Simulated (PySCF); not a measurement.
Compound: C₂H₅BS₂.
SMILES with atom numbers: `[BH:1]1[S:2][CH2:3][CH2:4][S:5]1` (hydrogens: H6 on B1; H7, H8 on C3; H9, H10 on C4)

Computed with PBE0-D3(BJ)/def2-SVP geometry optimisation, gas phase in PySCF.

**Question.** What internal coordinates does the optimisation give?

**Answer.** 
```tsv
bond	length (pm)
B1–S2, B1–S5	178.6
S2–C3, C4–S5	183.3
C3–C4	151.4
B1–H6	120.1
C3–H7 and 3 like bonds	110.0
```

Bonds in one row agree within 1 pm and their mean is given. A selection of angles:
```tsv
angle	degrees
S2–B1–S5	115.7
S2–B1–H6	122.2
B1–S2–C3	95.1
S2–C3–C4	110.1
S2–C3–H7	107.4
C4–C3–H7	111.2
H7–C3–H8	108.3
```

Dihedral angles: S5–B1–S2–C3 -10° (synperiplanar); B1–S2–C3–C4 30°; S2–C3–C4–S5 -41° (synclinal); C3–C4–S5–B1 30°; S2–B1–S5–C4 -9° (synperiplanar). The mirror-image conformer, all signs reversed, is as good.

B1 (three-coordinate boron) is planar (angles 122.2°, 122.1° and 115.7°, sum 360.0°, 0.00 Å off the plane of its three neighbours). The 5-membered ring B1–S2–C3–C4–S5 has internal angles of 95.1° to 115.7°; it is puckered, 0.17 Å rms from its mean plane, widest ring torsion 41°.

Point group: C2 (every atom within 0.08 Å of its image). PBE0-D3(BJ)/def2-SVP frequencies: not computed here. The numbers are those of one conformer.

The run took 18 s on an Arm Neoverse V2 with one thread, shared host with 96 logical CPUs at a one-minute load of 56, and the process peaked at 0.43 GiB of memory. This is the geometry optimisation.
